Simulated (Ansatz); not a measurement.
Mulliken charges of CH₇GaSn, SMILES `[CH3][GaH][SnH3]` from ωB97M-V/def2-TZVPP in Ansatz (PBE0-D4/def2-TZVP geometry).

```tsv
atom	x (Å)	y (Å)	z (Å)	charge (e)
C1	-1.532	0.943	-0.920	-0.467
Ga2	0.377	0.695	-0.508	0.272
Sn3	1.197	-1.235	1.072	0.152
H4	-1.677	1.379	-1.910	0.123
H5	-2.094	0.011	-0.846	0.121
H6	-1.953	1.641	-0.188	0.113
H7	1.448	1.690	-1.102	-0.029
H8	2.424	-2.188	0.349	-0.095
H9	1.864	-0.622	2.526	-0.095
H10	-0.054	-2.314	1.527	-0.096
```

**Question.** By hand: the dipole of these point charges (1 e Å = 4.8032 D).

**Answer.** Σ q r = (-0.125, 0.357, -0.292) e Å, of length 0.478 e Å = 2.30 D.

**Question.** How does the dipole of the full density compare? (Estimate.)

**Answer.** The calculation gave: (-0.204, 0.162, -0.151) e Å, 1.45 D; the point charges give 1.59 times that, at 28° from its direction.

Point charges leave out the atoms' own dipoles, such as those of lone pairs, and Mulliken's split depends on the basis, so the two needn't agree.
